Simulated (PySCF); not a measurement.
SMILES C/C=C\CC, singlet (GFN2-xTB optimised geometry):

```
15

C      1.995     0.596     0.017
C      1.080    -0.585     0.000
C     -0.244    -0.585     0.000
C     -1.162     0.598     0.000
C     -1.988     0.644    -1.286
H      2.672     0.549    -0.835
H      2.603     0.580     0.921
H      1.456     1.538    -0.021
H      1.595    -1.538    -0.008
H     -0.760    -1.537    -0.021
H     -0.606     1.529     0.106
H     -1.841     0.515     0.854
H     -2.672     1.489    -1.271
H     -1.334     0.742    -2.150
H     -2.569    -0.269    -1.400
```

Calculation: PySCF with PBE/def2-TZVP.

Q: What are the frontier orbital energies and the dipole moment?

A: HOMO-2 -8.10 eV, HOMO-1 -7.59 eV, HOMO -5.81 eV, LUMO -0.28 eV, LUMO+1 0.58 eV; dipole moment 0.26 D.

On the same geometry PBE0/def2-TZVP in PySCF gives HOMO-2 -9.55 eV, HOMO-1 -8.99 eV, HOMO -6.92 eV, LUMO 0.74 eV, LUMO+1 1.39 eV; dipole moment 0.25 D.

Meta-Löwdin charges at PBE/def2-TZVP: C1 -0.36, C2 -0.13, C3 -0.13, C4 -0.20, C5 -0.35, H6 0.13, H7 0.13, H8 0.12, H9 0.11, H10 0.11, H11 0.11, H12 0.12, H13 0.12, H14 0.12, H15 0.11.
